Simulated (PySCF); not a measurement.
# A parent and its derivatives

Computed with TDDFT CAM-B3LYP/def2-SVPD, vertical, gas phase, core orbitals frozen in the response in PySCF. Geometries: GFN2-xTB; one conformer of each isolated species. Triplets are in the Tamm–Dancoff approximation. 'Strongest' means the level of largest summed f among the lowest 8 singlets; it needn't be the same kind of state in each.

Parent: `FC[SiH2][Si@@H](F)[SiH3]`, with lowest singlet excitation energy 5.89 eV, oscillator strength of the strongest level 0.17, S1–T1 gap 0.75 eV, LUMO energy -0.23 eV, HOMO energy -9.47 eV, HOMO–LUMO gap 9.25 eV. Its spectrum: 5.89 eV (f 0.050); 6.58 eV (f 0.018); 6.77 eV (f 0.174); 7.08 eV (f 0.093); 7.50 eV (f 0.014).

Shifts from the parent:

```csv
change,SMILES,Δ S1 (eV),Δ f (strongest),Δ S1−T1 (eV),Δ LUMO (eV),Δ HOMO (eV),Δ gap (eV)
C replaced by Si,F[SiH2][SiH2][Si@H](F)[SiH3],-0.01,+0.04,-0.02,-0.16,-0.04,-0.12
S inserted into a Si-Si bond,FC[SiH2][Si@@H](F)S[SiH3],-0.13,-0.11,-0.35,+0.31,+0.68,-0.37
SiH2 inserted into a Si-Si bond,FC[SiH2][SiH2][Si@H](F)[SiH3],-0.18,-0.01,-0.06,-0.14,+0.10,-0.24
H on C replaced by CN,N#C[C@@H](F)[SiH2][Si@@H](F)[SiH3],-0.04,+0.01,+0.01,-0.49,-0.40,-0.09
```

(1) Predict the same shifts for this change: Si replaced by C (`C[Si@H](F)[SiH2]CF`).

Answers

(1) Δ lowest singlet excitation energy +0.69 eV, Δ oscillator strength of the strongest level -0.11, Δ S1–T1 gap +0.08 eV, Δ LUMO energy +0.52 eV, Δ HOMO energy -0.20 eV, Δ HOMO–LUMO gap +0.72 eV. Spectrum: 6.58 eV (f 0.036); 7.29 eV (f 0.036); 7.33 eV (f 0.048); 7.59 eV (f 0.061); 7.97 eV (f 0.032). S1 falls most with SiH2 inserted into a Si-Si bond (-0.18 eV), and it rises most with Si replaced by C (+0.69 eV). S1 is simply the lowest singlet of each species and needn't be the same kind of state throughout. Over these 5 changes the shifts of S1 and of the HOMO–LUMO gap correlate with r = 0.98.

Lowest levels of each derivative:
- `F[SiH2][SiH2][Si@H](F)[SiH3]`: 5.88 eV (f 0.022); 6.35 eV (f 0.218); 6.48 eV (f 0.035)
- `FC[SiH2][Si@@H](F)S[SiH3]`: 5.76 eV (f 0.012); 5.93 eV (f 0.018); 6.64 eV (f 0.003)
- `FC[SiH2][SiH2][Si@H](F)[SiH3]`: 5.71 eV (f 0.101); 6.32 eV (f 0.066); 6.55 eV (f 0.090)
- `N#C[C@@H](F)[SiH2][Si@@H](F)[SiH3]`: 5.85 eV (f 0.053); 6.32 eV (f 0.031); 6.54 eV (f 0.014)
- `C[Si@H](F)[SiH2]CF`: 6.58 eV (f 0.036); 7.29 eV (f 0.036); 7.33 eV (f 0.048)
